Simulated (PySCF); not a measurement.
## Stretching CuN⁺

Set-up: Cu def2-TZVPPD, N def2-TZVPPD; no relativity (PySCF 2.14). Energies in eV from Cu⁺ (3d10) + N in their ground configurations at the same level. State: ⁴Σ⁻ (quartet), unpaired electrons σ ↑, π ↑↑.

```json
{"R (Å)": "1.616", "B97-3": "-0.2035"}
{"R (Å)": "1.691", "B97-3": "-0.4832"}
{"R (Å)": "1.766", "B97-3": "-0.6327"}
{"R (Å)": "1.823", "B97-3": "-0.6877"}
{"R (Å)": "1.879", "B97-3": "-0.7099"}
{"R (Å)": "1.935", "B97-3": "-0.7098"}
{"R (Å)": "2.010", "B97-3": "-0.6874"}
{"R (Å)": "2.104", "B97-3": "-0.6407"}
{"R (Å)": "2.217", "B97-3": "-0.5744"}
{"R (Å)": "2.368", "B97-3": "-0.4858"}
```

Question: Put a parabola through the three lowest points of the B97-3 curve and estimate Re, k and ωe (reduced mass 11.45 u; 1 eV/Å² = 0.16022 mdyn/Å; ωe = 1302.8·√(k/μ) cm⁻¹).

Answer: Through R = 1.823, 1.879, 1.935 Å the second-order coefficient is 3.56 eV/Å², so Re ≈ 1.907 Å, k ≈ 1.14 mdyn/Å and ωe ≈ 411 cm⁻¹. A polynomial fit of higher order to the unrounded B97-3 energies gives Re = 1.906 Å, k = 0.924 mdyn/Å, ωe = 370 cm⁻¹; anharmonicity and rounding make the difference.

The higher-order fit for each curve: B97-3: Re = 1.906 Å, ωe = 370 cm⁻¹, De = 0.71 eV.

For an ion De counts to the pair picked by the measured ionisation energies or electron affinities, which need not be the lowest pair at this level. The state is the lowest single determinant that the PBE0 search found; with open d or f shells the true ground state can be another one.
